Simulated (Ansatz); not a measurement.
`B[SiH]1OP1` + `N[SiH]1CN1` → `BN[SiH]1CN1` + `O1[SiH2]P1`  (cleavage of the B–Si bond)

Program: Ansatz. Geometries: PBE0-D4/def2-TZVP. ΔE: electronic, gas phase. CCSD(T)/CBS is the MP2 limit (def2-TZVPP, def2-QZVPP) plus CCSD(T) − MP2 in def2-TZVPP, frozen cores. DFT in def2-TZVPP. B3LYP here is the variant with VWN-RPA as its local correlation; programs differ in this. One conformer a species, not always the lowest.

Question: Is it downhill or uphill in electronic energy at CCSD(T)/CBS, and by how much? (Best estimate.)

Answer: Computed: Downhill: ΔE = -140.6 kJ/mol.

Question: What do these levels give: r2SCAN-D4, PBE0-D4, B3LYP-D4, ωB97M-V, r2SCAN, HF/def2-TZVPP, MP2/def2-TZVPP, CCSD(T)/def2-TZVPP, MP2/def2-QZVPP, SCS-MP2/def2-QZVPP, HF/CBS(def2), CCSD/CBS(def2)? (An estimate is asked.)

Answer: Computed: r2SCAN-D4 -130.7, PBE0-D4 -131.8, B3LYP-D4 -138.0, ωB97M-V -145.9, r2SCAN -130.7, HF/def2-TZVPP -156.6, MP2/def2-TZVPP -148.8, CCSD(T)/def2-TZVPP -142.9, MP2/def2-QZVPP -147.6, SCS-MP2/def2-QZVPP -150.1, HF/CBS(def2) -157.0, CCSD/CBS(def2) -143.4 kJ/mol.

Largest T1 diagnostic among the species: 0.021, so the coupled-cluster value is less sure than usual.

From PBE to PBE0 (25 % exact exchange), in def2-TZVPP and without D4, ΔE moves by −7.9 kJ/mol. In def2-TZVPP, CCSD(T) changes the Hartree–Fock value by +13.7 kJ/mol (the triples alone add +2.8 kJ/mol) and MP2 by +7.8 kJ/mol.
